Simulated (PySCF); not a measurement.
**Atomic charges by several schemes**

Species: CH₇NSSi₂.
Cartesian coordinates in Å at the GFN2-xTB level; atoms count from 1:
```
atom  x, y, z in Å
C1    -1.8377    1.0756    1.0654
N2    -1.0611    0.6920    0.1669
Si3   -0.9558   -0.6825   -0.8563
S4     0.7826   -1.7445   -0.1622
Si5    2.2967   -0.2309   -0.0656
H6    -2.7454    0.5512    1.3734
H7    -1.6202    2.0017    1.5923
H8    -1.9864   -1.7106   -0.8444
H9    -0.7031   -0.0932   -2.1624
H10    3.4891   -1.0050    0.2366
H11    1.9660    0.7142    0.9918
H12    2.3765    0.4313   -1.3617
```

Density: PBE0/pcSseg-1 (PySCF); schemes: Mulliken, IAO, Hirshfeld and ESP-fitted. One conformer (not necessarily the lowest) at the GFN2-xTB geometry, without solvent, vibrations or thermal averaging.

Task: Do the Mulliken, IAO, Hirshfeld and ESP-fitted schemes agree on where the charge is highest?

Result: All schemes agree: Mulliken Si3 (+0.708); IAO Si3 (+0.821); Hirshfeld Si3 (+0.344); ESP-fitted Si3 (+0.578).

Task: Do the Mulliken, IAO, Hirshfeld and ESP-fitted schemes agree on where the charge is lowest?

Result: All schemes agree: Mulliken N2 (-0.564); IAO N2 (-0.529); Hirshfeld N2 (-0.224); ESP-fitted N2 (-0.494).

Task: Tabulate the Mulliken, IAO, Hirshfeld and ESP-fitted charges.

Result: In e:

```csv
atom,environment,Mulliken,IAO,Hirshfeld,ESP-fitted
C1,C=N carbon,+0.072,-0.065,+0.039,+0.231
N2,C=N nitrogen,-0.564,-0.529,-0.224,-0.494
Si3,SiH2 silicon,+0.708,+0.821,+0.344,+0.578
S4,sulfur bonded to 2 Si,-0.553,-0.442,-0.192,-0.410
Si5,SiH3 silicon,+0.479,+0.558,+0.295,+0.357
H6,hydrogen on a C=N carbon,+0.102,+0.114,+0.050,+0.045
H7,hydrogen on a C=N carbon,+0.120,+0.146,+0.054,+0.038
H8,Si–H hydrogen,-0.089,-0.137,-0.076,-0.078
H9,Si–H hydrogen,-0.075,-0.129,-0.075,-0.095
H10,Si–H hydrogen,-0.071,-0.106,-0.070,-0.035
H11,Si–H hydrogen,-0.059,-0.114,-0.074,-0.062
H12,Si–H hydrogen,-0.069,-0.117,-0.071,-0.075
```

Mean size of the charges over all atoms: IAO 0.273 e, Mulliken 0.247 e, ESP-fitted 0.208 e, Hirshfeld 0.130 e. Each set sums to the total charge, 0, to within 0.001 e. The ESP scheme fits charges at the nuclei, held to the total charge, to the electrostatic potential on points at 1.4 to 2.0 times the van der Waals radii.

Task: Sum the charges by element, for elements with more than one atom.

Result: 
| element | atoms | Mulliken | IAO | Hirshfeld | ESP-fitted |
| --- | --- | --- | --- | --- | --- |
| Si | 2 | +1.187 | +1.380 | +0.639 | +0.935 |
| H | 7 | -0.142 | -0.343 | -0.262 | -0.261 |

Task: How many electrons does the IAO scheme count on Si3?

Result: Z − q = 14 − (+0.821) = 13.179.

Task: How closely do the schemes follow one another over all atoms?

Result: Correlation coefficient and root-mean-square difference: IAO with Hirshfeld 0.99, 0.201 e; Mulliken with IAO 0.98, 0.073 e; Mulliken with ESP-fitted 0.98, 0.089 e; Mulliken with Hirshfeld 0.97, 0.187 e; Hirshfeld with ESP-fitted 0.95, 0.135 e; IAO with ESP-fitted 0.94, 0.135 e.
